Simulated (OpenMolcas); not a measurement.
## A ladder of methods for AlCl3 (SMILES Cl[Al](Cl)Cl)

The species is AlCl3 (4 atoms), meant as a singlet with charge 0. As SMILES, `Cl[Al](Cl)Cl`. The coordinates come from a PBE0-D4/def2-TZVP relaxation.

Quantity: the electronic atomisation energy, in eV. The values are calculated. Electronic energies at fixed atoms, without zero-point motion or spin-orbit coupling.

```json
{"level": "HF/6-311+G**", "kind": "Hartree–Fock", "program": "OpenMolcas", "value (eV)": "10.26", "CPU time (all runs)": "25 s"}
{"level": "SVWN5/6-311+G**", "kind": "LDA", "program": "OpenMolcas", "value (eV)": "14.53", "CPU time (all runs)": "32 s"}
{"level": "revPBE/6-311+G**", "kind": "GGA", "program": "OpenMolcas", "value (eV)": "12.40", "CPU time (all runs)": "36 s"}
{"level": "TPSS/6-311+G**", "kind": "meta-GGA", "program": "OpenMolcas", "value (eV)": "12.86", "CPU time (all runs)": "44 s"}
{"level": "r2SCAN/6-311+G**", "kind": "meta-GGA", "program": "OpenMolcas", "value (eV)": "13.30", "CPU time (all runs)": "80 s"}
{"level": "M06-2X/6-311+G**", "kind": "hybrid meta-GGA", "program": "OpenMolcas", "value (eV)": "13.09", "CPU time (all runs)": "44 s"}
```

The values span 10.26 to 14.53 eV. Times are those of the runs behind each value, whatever else they computed, on shared processors of several kinds: orders of magnitude only.
